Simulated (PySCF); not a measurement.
**How methods differ on the ionisation energy of Eu(54+)**

Eu(54+) [He] 2s2 2p5 (2P) → Eu(55+) [He] 2s2 2p4 (3P), as a difference of total energies. All numbers are calculated (PySCF 2.14, the spin-free X2C one-electron Hamiltonian (Gaussian nucleus), in an even-tempered Gaussian basis (19 s from 30 bohr⁻², ratio 2.2; 13 p from 39 bohr⁻², ratio 2.2; 5 d from 160 bohr⁻², ratio 2.4; 5 f from 230 bohr⁻², ratio 2.4; 4 g from 350 bohr⁻², ratio 2.4)). Correlated levels: nothing frozen; virtual orbitals above 40 to 60 times the deepest correlated orbital energy dropped. The calculations carry no spin-orbit coupling.

```json
{"method": "UHF", "ionisation energy (eV)": "11371.7"}
{"method": "MP2 (all electrons)", "ionisation energy (eV)": "11373.5"}
{"method": "SCS-MP2 (all electrons)", "ionisation energy (eV)": "11373.5"}
{"method": "CCSD (all electrons)", "ionisation energy (eV)": "11373.5"}
{"method": "CCSD(T) (all electrons)", "ionisation energy (eV)": "11373.5"}
```

Spin-orbit coupling is strong in these open shells (close to jj coupling). The scalar numbers leave it out and a first-order estimate fails, so it can dominate the gap to the real levels.

For this ion Breit and QED terms and the two-electron picture change, all absent here, outweigh the differences among the correlated methods.

For comparison: 11153 ± 5 eV (theoretical estimate listed by NIST; NIST Atomic Spectra Database, ionization energies).
